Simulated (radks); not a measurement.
Ionisation ladder of osmium, from Os19+ to Os31+. Each ion is in the ground configuration listed by NIST, and IE = E(next ion) - E(this ion). All-electron calculation, scalar-relativistic Kohn-Sham, r2SCAN, spin-polarised, spherical densities, finite nucleus; open shells are filled with parallel spins first (spin-orbit coupling, left out, can overturn this in heavy ions); meta-GGA in the generalised Kohn-Sham scheme; Fermi nuclear charge, rms radius 5.4126 fm. Program: a radial shooting solver on a logarithmic mesh with Libxc functionals.

[
 {"species": "Os19+", "configuration": "[Kr] 4d10 4f11", "IE, Delta-SCF (eV)": "510.50", "-e(HOMO) (eV)": "489.96", "HOMO": "4f down", "IE, NIST (eV)": "520", "kind": "theory", "error (eV)": "-9.5"},
 {"species": "Os20+", "configuration": "[Kr] 4d10 4f10", "IE, Delta-SCF (eV)": "552.43", "-e(HOMO) (eV)": "531.35", "HOMO": "4f down", "IE, NIST (eV)": "570", "kind": "theory", "error (eV)": "-17.6"},
 {"species": "Os21+", "configuration": "[Kr] 4d10 4f9", "IE, Delta-SCF (eV)": "595.41", "-e(HOMO) (eV)": "573.82", "HOMO": "4f down", "IE, NIST (eV)": "620", "kind": "theory", "error (eV)": "-24.6"},
 {"species": "Os22+", "configuration": "[Kr] 4d10 4f8", "IE, Delta-SCF (eV)": "639.41", "-e(HOMO) (eV)": "617.34", "HOMO": "4f down", "IE, NIST (eV)": "670", "kind": "theory", "error (eV)": "-30.6"},
 {"species": "Os23+", "configuration": "[Kr] 4d10 4f7", "IE, Delta-SCF (eV)": "700.03", "-e(HOMO) (eV)": "676.82", "HOMO": "4f up", "IE, NIST (eV)": "720", "kind": "theory", "error (eV)": "-20.0"},
 {"species": "Os24+", "configuration": "[Kr] 4d10 4f6", "IE, Delta-SCF (eV)": "747.34", "-e(HOMO) (eV)": "723.62", "HOMO": "4f up", "IE, NIST (eV)": "770", "kind": "theory", "error (eV)": "-22.7"},
 {"species": "Os25+", "configuration": "[Kr] 4d10 4f5", "IE, Delta-SCF (eV)": "795.67", "-e(HOMO) (eV)": "771.46", "HOMO": "4f up", "IE, NIST (eV)": "820", "kind": "theory", "error (eV)": "-24.3"},
 {"species": "Os26+", "configuration": "[Kr] 4d10 4f4", "IE, Delta-SCF (eV)": "845.01", "-e(HOMO) (eV)": "820.31", "HOMO": "4f up", "IE, NIST (eV)": "870", "kind": "theory", "error (eV)": "-25.0"},
 {"species": "Os27+", "configuration": "[Kr] 4d10 4f3", "IE, Delta-SCF (eV)": "895.30", "-e(HOMO) (eV)": "870.15", "HOMO": "4f up", "IE, NIST (eV)": "920", "kind": "theory", "error (eV)": "-24.7"},
 {"species": "Os28+", "configuration": "[Kr] 4d10 4f2", "IE, Delta-SCF (eV)": "946.53", "-e(HOMO) (eV)": "920.94", "HOMO": "4f up", "IE, NIST (eV)": "970", "kind": "theory", "error (eV)": "-23.5"},
 {"species": "Os29+", "configuration": "[Kr] 4d10 4f1", "IE, Delta-SCF (eV)": "998.65", "-e(HOMO) (eV)": "972.63", "HOMO": "4f up", "IE, NIST (eV)": "1015", "kind": "theory", "error (eV)": "-16.4"},
 {"species": "Os30+", "configuration": "[Kr] 4d10", "IE, Delta-SCF (eV)": "1272.2", "-e(HOMO) (eV)": "1247.7", "HOMO": "4d", "IE, NIST (eV)": "1262", "kind": "theory", "error (eV)": "+10.2"},
 {"species": "Os31+", "configuration": "[Kr] 4d9", "IE, Delta-SCF (eV)": "1322.9", "-e(HOMO) (eV)": "1298.3", "HOMO": "4d down", "IE, NIST (eV)": "1311", "kind": "theory", "error (eV)": "+11.9"}
]

Reference values: NIST Atomic Spectra Database (exp. = measured, semi-emp. = semi-empirical, theory = theoretical value adopted there). The ionisation energy per charge of the ion left behind rises most, in proportion, at Os30+ ([Kr] 4d10), from 33.288 to 41.039 eV. Open shells are spherical and high-spin; term and fine-structure splittings are not resolved. Spin-orbit splitting is averaged out at the scalar-relativistic level.
